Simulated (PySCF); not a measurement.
Species: C2H6Cl2Te.
Bonds: C1–Te2, Te2–C3, Te2–Cl4, Te2–Cl5. Hydrogens: H6, H7, H8 on C1; H9, H10, H11 on C3.

Computed by this run: PySCF 2.14.0, PBE0-D3(BJ)/def2-SVP geometry optimisation, gas phase, def2 core potentials past Kr; density fitting, grid level 1; the optimiser is geomeTRIC in internal coordinates, started from a GFN2-xTB structure with every atom displaced at random (about 0.01 Å).

Step 0: E = -34491.4002 eV
```
atom  x, y, z in Å  |  force x, y, z in eV/Å
C1      1.5503   -0.3972    0.3185   -0.292   0.999  -0.436
Te2     0.0507    1.1620    0.2368    0.228  -0.498  -0.174
C3     -1.5713   -0.0764   -0.4171    0.681  -0.288   0.933
Cl4     0.6311    1.4076   -2.1672   -0.002   0.079  -0.211
Cl5    -0.5138    0.5102    2.5494   -0.094  -0.019   0.385
H6      1.1504   -1.1678    0.9382   -0.388  -0.766   0.691
H7      2.4394    0.0446    0.7501    0.408   0.198   0.303
H8      1.7426   -0.7079   -0.6995    0.011  -0.117  -0.512
H9     -2.2886    0.5635   -0.8726   -0.801   0.730  -0.665
H10    -1.9875   -0.5722    0.4606   -0.004   0.006   0.248
H11    -1.1652   -0.7923   -1.1129    0.252  -0.325  -0.562
```

Task: Estimate the geometry and energy of step 1. (The exact step hangs on the optimiser's Hessian estimate; all steps are aligned on step 0, rigid shifts and turns removed.)

Result: E = -34491.4734 eV, largest force 0.195 eV/Å
```
atom  x, y, z in Å  |  force x, y, z in eV/Å
C1      1.5420   -0.3973    0.3246   -0.108  -0.089   0.104
Te2     0.0624    1.1373    0.2270    0.051   0.091   0.053
C3     -1.5484   -0.0950   -0.4214   -0.113   0.106  -0.118
Cl4     0.6008    1.4457   -2.2005    0.004  -0.051   0.034
Cl5    -0.5208    0.5630    2.6000    0.028  -0.047  -0.086
H6      1.1304   -1.1831    0.9775    0.087   0.117  -0.112
H7      2.4517    0.0326    0.7661   -0.057   0.008  -0.015
H8      1.7151   -0.7219   -0.7073    0.033  -0.031  -0.005
H9     -2.3013    0.5822   -0.8581    0.106  -0.148   0.063
H10    -1.9294   -0.6103    0.4658   -0.037  -0.023   0.044
H11    -1.1643   -0.7792   -1.1895    0.007   0.067   0.038
```

The energy changes by -0.0732 eV. The first-order estimate −F·Δx gives -0.1761 eV and the mean of the old and new forces, exact on a quadratic surface, -0.0728 eV. The step makes an angle of 66° with the force vector and moves no atom by more than 0.078 Å.

What follows is the cost of the whole optimisation. Hardware: Intel Xeon 6975P-C, one thread, no GPU, shared host with 192 logical CPUs at a one-minute load of 89. Cost: 26 s, 0.53 GiB resident at most.
